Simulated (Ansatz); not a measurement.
Gas-phase reaction in SMILES: [SiH3][SiH2][SiH]([SiH3])[SiH3] + 4 [H][H] (H2) -> 5 [SiH4] (SiH4)
Each molecule is optimised on its own at B3LYP-D3(BJ)/def2-TZVP (Ansatz, a program for electronic structure), one conformer each, not searched for the lowest.
Geometry of the first species:
```xyz
17

Si     2.9919     0.4445     0.5559
Si     1.3323    -0.3931    -0.8709
Si    -0.7641     0.4615    -0.2633
Si    -2.4582    -0.5449    -1.5302
Si    -1.1133     0.0681     2.0204
H      4.3427    -0.0267     0.1636
H      2.7156    -0.0014     1.9430
H      2.9762     1.9273     0.5265
H      1.2892    -1.8746    -0.7619
H      1.6404    -0.0454    -2.2822
H     -0.7690     1.9302    -0.5038
H     -2.4665    -2.0024    -1.2549
H     -2.2226    -0.3382    -2.9800
H     -3.7880     0.0109    -1.1786
H     -2.4703     0.5016     2.4340
H     -0.1107     0.7977     2.8339
H     -0.9764    -1.3835     2.2934
```
Charge 0, spin multiplicity 1.

Quantity: energy of full hydrogenation (electronic energy difference), in kcal/mol. Valence correlation only, unless marked. Spin-orbit coupling is left out. Non-relativistic. CBS(X,Y): correlation extrapolated as X^-3; Hartree-Fock from the larger set.

CCSD(T)/CBS(cc-pV(T+d)Z,cc-pV(Q+d)Z) (Ansatz) gives -11.0 kcal/mol.

Problem. Another calculation gave -16.5 kcal/mol. Which level was it?
A) revPBE/def2-TZVPD (Ansatz)
B) CAM-B3LYP/def2-TZVPD (Ansatz)
C) wB97M-V/def2-TZVPD (Ansatz)
D) BLYP/def2-TZVPD (Ansatz)

Solution. C, wB97M-V/def2-TZVPD (Ansatz). The others give -6.6 (revPBE), -21.2 (BLYP), -26.8 (CAM-B3LYP) kcal/mol.
